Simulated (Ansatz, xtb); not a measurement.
# Ligand exchange: C2H8GeO + SiH(OH)3 → CH6GeO2 + SiH(CH3)(OH)2

Species: C2H8GeO `C[O][GeH2][CH3]`, singlet; SiH(OH)3, singlet; CH6GeO2 `C[O][GeH2][OH]`, singlet; SiH(CH3)(OH)2, singlet. The partners trade CH3 for OH: Ge–CH3 and Si–OH bonds give way to Ge–OH and Si–CH3.

Shapes, held fixed at every level: PBE0-D4/def2-TZVP. Flexible molecules stand in one conformer, not always the lowest. Programs: Ansatz 0.2.0, xtb 6.7.1. The zero-point and thermal change to 298 K, harmonic and unscaled (PBE0-D4/def2-TZVP), is -0.7 kJ/mol.

**Question.** Estimate ΔH(298 K) of this reaction.

**Answer.** The highest level, CCSD(T)/def2-TZVPP, gives ΔH(298 K) = +70.4 kJ/mol; the levels span +56.7 to +136.4. GFN1-xTB strays far from the other rows. The column of differences is taken from that level and isn't an error. No measured value is set beside it here. Relativity is left out for Ge. Outer-core shells of Ge are correlated, in sets that cover them unevenly.

```csv
level,kind,ΔH(298 K) (kJ/mol),less CCSD(T)/def2-TZVPP
GFN1-xTB,semi-empirical,+136.4,+66.0
SPW92/def2-TZVPP,LDA,+69.4,-1.0
PBE0-D4/def2-TZVPP,global hybrid,+67.4,-3.0
wB97X-V/def2-TZVPP,range-separated hybrid,+66.3,-4.1
MP2/def2-TZVPP,perturbation theory,+71.4,+1.0
CCSD(T)/def2-SVP,coupled cluster or CI,+56.7,-13.7
CCSD/def2-SVP,coupled cluster or CI,+58.0,-12.4
CCSD(T)/def2-TZVPP,coupled cluster or CI,+70.4,0.0
```
